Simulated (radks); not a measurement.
Effect of the nuclear size on neutral cadmium, [Kr] 4d10 5s2. Calculated with a radial shooting solver on a logarithmic mesh with Libxc functionals: Dirac Kohn-Sham, LDA (Slater exchange, Perdew-Wang correlation), spin-unpolarised, spherical densities, finite nucleus; Fermi nuclear charge, rms radius 4.6087 fm. The rms radius is varied about that value; shifts are against it.

| rms radius (fm) | total energy shift (eV) | density at nucleus (e/bohr^3) | 1s1/2 shift (meV) | 2s1/2 shift (meV) | 4s1/2 shift (meV) | 4p1/2 shift (meV) | 5s1/2 shift (meV) |
|---|---|---|---|---|---|---|---|
| 3.9773 | -0.826 | 1.622e+05 | -348 | -39.1 | -1.37 | 0.134 | -0.065 |
| 4.3276 | -0.381 | 1.603e+05 | -160 | -18.0 | -0.633 | 0.062 | -0.030 |
| 4.6087 | 0 | 1.588e+05 | 0.000 | 0.000 | 0.000 | 0.000 | 0.000 |
| 4.899 | 0.415 | 1.575e+05 | 174 | 19.6 | 0.690 | -0.067 | 0.033 |
| 5.3737 | 1.14 | 1.554e+05 | 479 | 53.9 | 1.90 | -0.184 | 0.090 |

Slopes of the eigenvalues against <r^2> in GHz/fm^2, as finite differences over the two radii next to the reference (eigenvalue slopes, not the field-shift constants of lines): 1s1/2 15300, 2s1/2 1730, 4s1/2 60.7, 4p1/2 -5.90, 5s1/2 2.87.
